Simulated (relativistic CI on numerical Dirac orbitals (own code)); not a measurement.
## Hyperfine structure of Cu XXVI, mass number 65

Calculated at this level of theory: Dirac-Coulomb-Breit CI, separate exchange-only KLI orbitals for each configuration, model QED, unscaled Slater integrals (own radial code, finite nucleus).

Configuration list (outside the closed core 1s2): 2s², 2s2p, 2p², 2p3s, 2p3p, 2s3s, 2s3p, 2s3d, 2s4s, 2s4p, 2s4d, 2s4f, 3s², 3s3p, 3p². Levels of other configurations are missing.

Nuclear spin I = 3/2, μ = 2.3844 μN, Q = -0.204 b (tables of Stone and Pyykkö). The electronic factors are computed for point nuclear moments, without core polarisation or the Bohr-Weisskopf and QED corrections.

```tsv
Level	E (eV)	A (GHz)	B (GHz)
2s2p ³P°1	54.60	613.5	7.49
2s2p ³P°2	73.64	349.4	-16.6
2s2p ¹P°1	113.16	-42.98	-15.8
2p² ³P1	152.06	-6.696	-8.23
2p² ³P2	159.30	128.1	-0.946
2p² ¹D2	183.74	84.59	-15.4
2s3s ³S1	1401.51	761.4	0.00381
2s3p ³P°1	1425.86	645.1	-0.21
```

Levels with J = 0, under 50 % of one LS term, or S terms without an open s electron are left out. Small factors come from cancelling terms and can be off by tens of per cent or more.

At this charge energies of transitions that change n are usually good to better than 1 %, and those within a shell (Δn = 0) to a few per cent.

(1) Give the hyperfine levels of 2s2p ³P°1 relative to its centre of gravity.

## Answers

(1) With K = F(F + 1) − I(I + 1) − J(J + 1), E = AK/2 + B[¾K(K + 1) − I(I + 1)J(J + 1)]/[2I(2I − 1)J(2J − 1)]: F = 1/2: -1524, F = 3/2: -621, F = 5/2: 922.1 GHz.

LS names give the leading component of a level, which can be under half, so a name can repeat, a term be missing and a line seem to break the LS rules.
